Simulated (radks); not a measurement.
The numbers below are computed, except where a source is named.
Problem. Species: Hg+. Configuration: [Xe] 4f14 5d10 6s1. Code: a radial shooting solver on a logarithmic mesh with Libxc functionals. Model: scalar-relativistic Kohn-Sham, Slater X-alpha with alpha = 0.607, spin-polarised, spherical densities, finite nucleus; open shells are filled with parallel spins first (spin-orbit coupling, left out, can overturn this in heavy ions); Fermi nuclear charge, rms radius 5.4648 fm. Some entries of the table are withheld. Estimate them.

| orbital | occ. | eigenvalue (eV) | <1/r> (bohr^-1) |
|---|---|---|---|
| 1s up | 1 | -83000.53 | 97.41 |
| 1s down | 1 | -83000.51 | 97.41 |
| 2s up | 1 | -14706.94 | 22.85 |
| 2s down | 1 | -14706.94 | 22.85 |
| 2p up | 3 | -12690.23 | 20.26 |
| 2p down | 3 | -12690.23 | 20.26 |
| 3s up | 1 | -3491.467 | 8.467 |
| 3s down | 1 | -3491.459 | 8.467 |
| 3p up | 3 | -2908.783 | 7.708 |
| 3p down | 3 | -2908.775 | 7.708 |
| 3d up | 5 | -2293.004 | 7.250 |
| 3d down | 5 | -2292.998 | 7.250 |
| 4s up | 1 | -770.5240 | 3.637 |
| 4s down | 1 | -770.5120 | 3.637 |
| 4p up | 3 | -579.5063 | 3.279 |
| 4p down | 3 | -579.4920 | 3.279 |
| 4d up | 5 | -352.4816 | 2.940 |
| 4d down | 5 | -352.4654 | 2.940 |
| 5s up | 1 | -124.4331 | 1.505 |
| 5s down | 1 | -124.4119 | 1.505 |
| 4f up | 7 | -100.8310 | 2.525 |
| 4f down | 7 | -100.8140 | 2.525 |
| 5p up | 3 | -72.9876 | 1.277 |
| 5p down | 3 | -72.9294 | 1.278 |
| 5d up | 5 | -16.7897 | 0.8797 |
| 5d down | 5 | -16.4410 | 0.8896 |
| 6s up | 1 | (1) | (2) |
| 6s down | 0 | (3) | (4) |

Solution. 
(1) 6s up eigenvalue (eV): -13.8062
(2) 6s up <1/r> (bohr^-1): 0.4943
(3) 6s down eigenvalue (eV): -12.8259
(4) 6s down <1/r> (bohr^-1): 0.4982
